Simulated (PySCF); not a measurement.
PySCF input for GaFClBr, SMILES [F][Ga]([Cl])[Br], PBE-D3(BJ)/def2-SVP. The structure is a stationary point at PBE-D3(BJ)/def2-SVP.

```python
import numpy as np
from pyscf import gto, scf, dft, df
from pyscf.hessian import thermo

mol = gto.M(
    atom='''
    Ga   -0.32279967    0.49281926    0.00000000
    F    -2.03126270    0.89897813    0.00000000
    Cl    1.07120753    2.10988396    0.00000000
    Br    0.28793217   -1.69246364    0.00000000
    ''',
    basis='def2-SVP',
    charge=0,
    spin=0,
    max_memory=1600,
    verbose=3,
)
mf = dft.RKS(mol, xc='pbe').density_fit(auxbasis='def2-universal-jkfit')
mf.disp = 'd3bj'
mf.grids.level = 3
mf.conv_tol = 1e-11
mf.max_cycle = 100
mf.kernel()

# [left out here: the lines that compute and print the analytic Hessian (its translational invariance restored by hand, since the grid's response is missing), thermochemistry and intensities]
```

Output:

```
converged SCF energy = -5057.4660355024

WARN: DFTD3 does not support analytical Hessian, using finite difference


WARN: Mole.unit (angstrom) is changed to Bohr

Mode                                 0                   1                   2
Irrep
Freq [cm^-1]                      100.9323            141.9064            159.9916
Reduced mass [au]                  43.2969             37.4967             23.0243
Force const [Dyne/A]                0.2599              0.4449              0.3472
Char temp [K]                     145.2191            204.1717            230.1923
Normal mode                   x     y     z       x     y     z       x     y     z
       0  Ga                -0.06  0.00  0.00    0.00 -0.00  0.09   -0.01 -0.03 -0.00
       1   F                -0.05  0.04 -0.00    0.00  0.00 -0.12    0.04  0.19  0.00
       2  Cl                 0.05 -0.10 -0.00   -0.00  0.00 -0.06   -0.06  0.01  0.00
       3  Br                 0.04  0.03 -0.00   -0.00 -0.00 -0.02    0.02 -0.03  0.00
Mode                                 3                   4                   5
Irrep
Freq [cm^-1]                      296.2980            437.9510            697.1817
Reduced mass [au]                  55.9619             44.3253             22.7935
Force const [Dyne/A]                2.8947              5.0090              6.5276
Char temp [K]                     426.3068            630.1140           1003.0893
Normal mode                   x     y     z       x     y     z       x     y     z
       0  Ga                 0.03 -0.06  0.00   -0.03 -0.07  0.00   -0.06  0.01  0.00
       1   F                 0.05 -0.00 -0.00   -0.02  0.01 -0.00    0.20 -0.05 -0.00
       2  Cl                -0.05 -0.05 -0.00    0.08  0.10 -0.00    0.00  0.01 -0.00
       3  Br                -0.02  0.07 -0.00   -0.00  0.02 -0.00    0.00 -0.00 -0.00
temperature 298.1500 [K]
pressure 101325.00 [Pa]
Rotational constants [GHz] 3.80323 1.20715 0.91631
Symmetry number 1
Zero-point energy (ZPE) 0.00418 [Eh]   10971.317 [J/mol]
                           tot       elec      trans        rot        vib
Entropy [J/mol/K]       342.731      0.000    175.076    120.189     47.465
Cv [J/mol/K]             65.335      0.000     12.472     12.472     40.391
Cp [J/mol/K]             73.649      0.000     20.786     12.472     40.391
Internal energy [J/mol]                      3718.434   3718.434  18399.684
Internal energy [Eh]   -5057.45619  -5057.46604
Enthalpy [J/mol]                             6197.391   3718.434  18399.684
Enthalpy [Eh]          -5057.45525
Gibbs free energy [J/mol]                  -46001.630 -32116.041   4248.047
Gibbs free energy [Eh] -5057.49417
mode   freq/cm-1   IR/(km/mol)
   1      100.93         2.941
   2      141.91        15.229
   3      159.99        17.345
   4      296.30        16.961
   5      437.95        67.090
   6      697.18        60.549
max |gradient| / (hartree/bohr): 0.00013395018771024603
APT charges: [ 1.4027 -0.5668 -0.4498 -0.386 ]
```

Self-consistency was reached.

Cost: about 60 core-seconds (a rough figure).
